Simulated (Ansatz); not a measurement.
Isolated molecules relaxed with PBE0-D4/def2-TZVP in Ansatz; ΔE leaves out vibrations. CCSD(T)/CBS adds triple-zeta CCSD(T) − MP2 to the extrapolated MP2 energy (def2 sets, frozen cores). Functionals use def2-TZVPP. One conformer a species, not always the lowest.

`[SiH3]C[O][AlH][SiH3]` + `O[SiH2]F` → `F[SiH2]OC[SiH3]` + `[OH][AlH][SiH3]`  (substitution at a C–O bond)

```tsv
level	ΔE (kJ/mol)	difference from CCSD(T)/CBS
B2PLYP	-3.9	-1.5
PBE	-0.8	1.6
r2SCAN	-0.4	2.0
SCS-MP2/def2-TZVPP	-3.8	-1.4
HF/def2-QZVPP	-8.1	-5.7
MP2/def2-QZVPP	-2.6	-0.2
SCS-MP2/def2-QZVPP	-4.0	-1.6
HF/CBS(def2)	-8.1	-5.7
MP2/CBS(def2)	-2.6	-0.2
CCSD/CBS(def2)	-3.7	-1.3
CCSD(T)/CBS	-2.4	0
```

Largest T1 diagnostic among the species: 0.014.

In def2-TZVPP, CCSD(T) changes the Hartree–Fock value by +5.7 kJ/mol (the triples alone add +1.3 kJ/mol) and MP2 by +5.4 kJ/mol. The D4 term adds +4.3 kJ/mol with B3LYP and +2.6 kJ/mol with PBE0; it sums over pairs of atoms, weighted by their polarisabilities, and B3LYP, whose exchange is more repulsive, gets the larger term.

B3LYP here is the variant with VWN-RPA as its local correlation; programs differ in this.
